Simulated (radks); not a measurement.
Spherical quantum dot in the effective-mass picture: electrons in a well V = -V0 / (1 + exp((r - R)/a)) with V0 = 30.3, R = 1.7, a = 0.19, with a point charge +1 (a donor) at the centre, all in effective atomic units (hartree* = m*/eps^2 hartree, bohr* = eps/m* bohr), one dielectric constant everywhere. Calculated with a radial shooting solver with Libxc functionals: non-relativistic Kohn-Sham, exchange-only LDA, spin-polarised, spherical densities. Levels are named by radial order and angular momentum (1s, 1p, 1d, 2s, ...), and open shells are averaged over m.

N = 15, configuration 1s2 1p6 1d(up 5, down 2). This is the lowest configuration that the search found. Occupied and some empty levels:

level    occupation  eigenvalue (hartree*)  <r> (bohr*)
1s up             1                -16.433       0.8410
1s down           1                -16.327       0.8348
1p up             3                -14.614        1.025
1p down           3                -14.482        1.023
1d up             5                -12.437        1.131
1d down           2                -12.298        1.131
2s up             0                -11.720       0.8762
2s down           0                -11.639       0.8794
1f up             0                -9.8670        1.212
1f down           0                -9.7287        1.213
2p up             0                -8.2648        1.018
2p down           0                -8.1735        1.018

Energy (hartree*): total -299.588, kinetic 53.780, external -438.50, Hartree 96.571, exchange-correlation -11.441.
